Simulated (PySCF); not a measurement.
# Magnetisability: `O=S(=O)(Cl)c1ccsc1`, C4H3ClO2S2

Geometry:
| atom | x (Å) | y (Å) | z (Å) |
| --- | --- | --- | --- |
| O1 | 1.812 | -1.972 | -0.017 |
| S2 | 1.758 | -0.575 | 0.259 |
| O3 | 2.412 | -0.053 | 1.413 |
| Cl4 | 2.572 | 0.376 | -1.357 |
| C5 | 0.107 | 0.017 | 0.172 |
| C6 | -0.895 | -0.596 | -0.606 |
| C7 | -2.069 | 0.080 | -0.519 |
| S8 | -1.947 | 1.459 | 0.505 |
| C9 | -0.299 | 1.135 | 0.825 |
| H10 | -0.729 | -1.488 | -1.179 |
| H11 | -3.004 | -0.144 | -0.992 |
| H12 | 0.284 | 1.760 | 1.470 |

Level of theory: GIAO BHandHLYP/pcSseg-1 magnetisability, rotational g tensor and spin-rotation constants, non-relativistic, gas phase (PySCF). Geometry: GFN2-xTB.

Q: What are the magnetisability and the molar susceptibility?

A: Isotropic -1565 × 10⁻³⁰ J/T², or -94.2 × 10⁻⁶ cm³/mol; principal values -2185, -1263, -1247 × 10⁻³⁰ J/T², anisotropy 930 × 10⁻³⁰ J/T² (root of half the summed squared differences of the principal values). The susceptibility is in cgs units.

Q: Split it along the inertial axes a, b, c into diamagnetic and paramagnetic parts about the centre of mass, with the quadrupole moment.

A: 
```
axis  χ (10⁻⁶ cm³/mol)  diamagnetic (10⁻⁶ cm³/mol)  paramagnetic (10⁻⁶ cm³/mol)  summed x² of all electrons (Å²)  quadrupole Θ (D Å)
   a             -78.6                      -659.1                        580.5                            349.6               +1.83
   b            -102.1                     -1812.5                       1710.4                             77.7               -0.91
   c            -102.1                     -1812.5                       1710.4                             77.7               -0.91
```
Anisotropies 2χaa − χbb − χcc = +47.0 and 2χbb − χaa − χcc = -23.5 × 10⁻⁶ cm³/mol. Θ is traceless in Buckingham's convention.

Q: And the rotational g tensor?

A: 
```tsv
axis	rotational constant (GHz)	g	nuclear part	electronic part
a	2.1213	-0.0516	0.5269	-0.5785
b	0.6481	-0.0081	0.5127	-0.5208
c	0.6478	-0.0081	0.5124	-0.5206
```
Prolate top; isotopes 12C, 35Cl, 1H, 16O, 32S; no vibrational averaging.
